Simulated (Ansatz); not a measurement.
CH$_{5}$NSSi (`S[SiH]1CN1`). The species carries charge 0 and has multiplicity 1.

```xyz
9

S     0.6121    2.0995    1.2562
Si   -0.4120    0.6979    0.0477
C    -0.2811   -1.1227    0.0773
N     0.4844   -0.3433   -0.9560
H     1.6876    1.3051    1.3956
H    -1.6734    1.3346   -0.3884
H     0.3470   -1.6811    0.7679
H    -1.1360   -1.7019   -0.2733
H     0.3713   -0.5880   -1.9270
```

Q: List the harmonic frequencies (cm⁻¹, unscaled) at PBE0-D4/def2-TZVP in Ansatz. (Estimate.)

A: Computed: 172, 191, 252, 445, 488, 618, 661, 738, 777, 792, 857, 999, 1046, 1104, 1216, 1467, 2258, 2710, 3083, 3159, 3625.

Q: Is this a minimum?

A: Yes, all 21 modes are real.

Q: Give the ideal-gas thermochemistry at 298.15 K and 1 bar (rigid rotor, harmonic oscillator; point group C1, symmetry number 1).

A: Zero-point energy 159.4 kJ/mol; H(298) − E = 176.9 kJ/mol; entropy 313.9 J/(mol·K), of which translation 165.1, rotation 107.8, vibration 41.0; G(298) − E = 83.4 kJ/mol.

Q: And at 400, 500, 600, 800 and 1000 K?

A: 
```json
{"T (K)": "400", "H − E (kJ/mol)": "187.3", "S (J/mol/K)": "343.6", "G − E (kJ/mol)": "49.9"}
{"T (K)": "500", "H − E (kJ/mol)": "199.1", "S (J/mol/K)": "370.0", "G − E (kJ/mol)": "14.2"}
{"T (K)": "600", "H − E (kJ/mol)": "212.2", "S (J/mol/K)": "393.8", "G − E (kJ/mol)": "-24.1"}
{"T (K)": "800", "H − E (kJ/mol)": "241.2", "S (J/mol/K)": "435.3", "G − E (kJ/mol)": "-107.1"}
{"T (K)": "1000", "H − E (kJ/mol)": "272.8", "S (J/mol/K)": "470.6", "G − E (kJ/mol)": "-197.8"}
```

Q: Rotational constants (cm⁻¹)?

A: 0.4366, 0.08447, 0.08373.
